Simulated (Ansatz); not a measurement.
`[CH3][Sn]([CH3])([OH])[OH]` → CH₃OH + `[CH3][Sn][OH]`  (stannylene formation by 1,1-elimination)

Calculated with Ansatz (gas phase, PBE0-D4/def2-TZVP geometries, no zero-point term in ΔE). CBS: MP2 limit from def2 TZ/QZ plus the TZ coupled-cluster correction, frozen cores. This one scheme is used for every species. Functionals use def2-TZVPP. HSE06 is defined as in plane-wave codes. def2 core potentials past Kr. For Sn outer-core shells are correlated without core-valence functions, which leaves a few kJ/mol of doubt a bond. One conformer a species, not always the lowest.

(1) Is it downhill or uphill in electronic energy at CCSD(T)/CBS, and by how much? (Best estimate.)

(2) What do these levels give: PBE-D4, revPBE-D4, B2PLYP, HSE06, RPA@PBE/def2-TZVPP, MP2/CBS(def2)? (Best estimate.)

Largest T1 diagnostic among the species: 0.016.

Results:

(1) Ansatz gave: Uphill: ΔE = +154.0 kJ/mol.

(2) Ansatz gave: PBE-D4 123.8, revPBE-D4 116.2, B2PLYP 126.1, HSE06 128.4, RPA@PBE/def2-TZVPP 133.9, MP2/CBS(def2) 162.2 kJ/mol.

At CCSD(T), def2-SVP lies −31.7 kJ/mol from the extrapolated value and def2-TZVPP −5.0 kJ/mol. Leaving LDA and LC-ωPBE aside and taking each functional with its dispersion term where it has one, the values, not all of them listed here, spread over 46.7 kJ/mol, from BLYP-D4 to PBE-QIDH. LDA lies +28.2 kJ/mol from PBE without D4.
